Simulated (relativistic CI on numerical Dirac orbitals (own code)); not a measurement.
# Be3+: sensitivity of the levels to the model

Base calculation: Dirac-Coulomb-Breit CI, separate exchange-only KLI orbitals for each configuration, a model potential for QED.

CI space: 1s, 2s, 2p, 3s, 3p, 3d, 4s, 4p, 4d, 4f, 5s, 5p, 5d, 5f, 5g, 6s, 6p, 6d. Levels of other configurations are missing.

Variants: (1) QED terms removed; (2) non-relativistic limit. Shifts of the energy above 1s ²S1/2, in cm⁻¹, for the lowest level and the first level of each name with at least 55 % of one term (blank where a level changes its place among those of its configuration and J or its character, or is not in the variant):

| Level | Base | Δ(1) | Δ(2) |
| --- | --- | --- | --- |
| 1s ²S1/2 | 0 | 0 | 0 |
| 2p ²P°1/2 | 1316979 | +45 | -212 |
| 2s ²S1/2 | 1316985 | +39 | -218 |
| 2p ²P°3/2 | 1317073 | +45 | -306 |
| 3p ²P°1/2 | 1560901 | +45 | -287 |
| 3s ²S1/2 | 1560902 | +43 | -289 |
| 3d ²D3/2 | 1560928 | +45 | -315 |
| 3p ²P°3/2 | 1560928 | +45 | -315 |
| 3d ²D5/2 | 1560938 | +45 | -324 |
| 4p ²P°1/2 | 1646269 | +45 | -310 |
| 4s ²S1/2 | 1646270 | +44 | -311 |
| 4d ²D3/2 | 1646281 | +45 | -322 |
| 4p ²P°3/2 | 1646281 | +45 | -322 |
| 4f ²F°5/2 | 1646285 | +45 | -326 |
| 4d ²D5/2 | 1646285 | +45 | -326 |
| 4f ²F°7/2 | 1646287 | +45 | -327 |
| 5p ²P°1/2 | 1685781 | +45 | -319 |
| 5s ²S1/2 | 1685782 | +45 | -319 |
| 5d ²D3/2 | 1685787 | +45 | -325 |
| 5p ²P°3/2 | 1685787 | +45 | -325 |
| 5f ²F°5/2 | 1685789 | +45 | -327 |
| 5d ²D5/2 | 1685789 | +45 | -327 |
